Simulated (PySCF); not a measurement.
**Working out the ionisation energy of Tl**

Tl [Xe] 4f14 5d10 6s2 6p1 (2P) → Tl⁺ [Xe] 4f14 5d10 6s2 (1S). Calculation: PySCF 2.14, in aug-cc-pVDZ-PP with ECP60MDF; a scalar-relativistic core potential. Frozen: 5s2 5p6 5d10. Energies in hartree (1 hartree = 27.21139 eV):

```json
{"part": "UHF", "Tl (lower)": "-171.512521", "Tl⁺ (upper)": "-171.328809"}
{"part": "CCSD correlation", "Tl (lower)": "-0.032058", "Tl⁺ (upper)": "-0.025588"}
{"part": "(T)", "Tl (lower)": "-0.000293", "Tl⁺ (upper)": "0.000000"}
```

**Question.** What does Hartree-Fock give?

**Answer.** (-171.328809) − (-171.512521) = 0.183712 hartree = 4.999 eV.

**Question.** What do CCSD and CCSD(T) give?

**Answer.** The CCSD correlation energies differ by 0.006470 hartree = 0.176 eV and the triples by 0.000293 hartree = 0.008 eV, so CCSD gives 5.175 eV and CCSD(T) 5.183 eV.

Measured between the centres of the two terms (NIST): 5.464 eV, so CCSD(T) (valence) is off by -0.281 eV.

A double-zeta basis recovers only part of the correlation energy.

What remains against the reference includes basis incompleteness, the frozen core and higher excitations.
